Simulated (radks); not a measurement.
Question: These are the eigenvalues of the occupied orbitals of an atom or ion with whole-number occupations (hartree). Method: Dirac Kohn-Sham, PBE, spin-unpolarised, spherical densities, point nucleus; computed with a radial shooting solver on a logarithmic mesh with Libxc functionals.

1s1/2: -3051.966
2s1/2: -540.4450
2p1/2: -518.4268
2p3/2: -446.8361
3s1/2: -128.2332
3p1/2: -118.3390
3p3/2: -102.4811
3d3/2: -86.14455
3d5/2: -82.74764
4s1/2: -28.19363
4p1/2: -23.95498
4p3/2: -20.12608
4d3/2: -13.21077
4d5/2: -12.49712
5s1/2: -4.33216
4f5/2: -3.59944
4f7/2: -3.44538
5p1/2: -2.93536
5p3/2: -2.26405
5d3/2: -0.40406
5d5/2: -0.33664
6s1/2: -0.25097

Which element is it, and in what charge state? The configuration may be excited. Open shells, if any, are shared by 2j + 1.

Answer: Z = 80, mercury, charge 0: Hg in [Hg]. The list shows which subshells hold electrons but not how many an open one holds; the 1s level, -3052 hartree, gives Z - s = 78.1 by -(Z - s)^2/2, which with screening and relativity narrows Z to a few neighbours, and the depths of the outer levels then fix element, charge and occupations together.
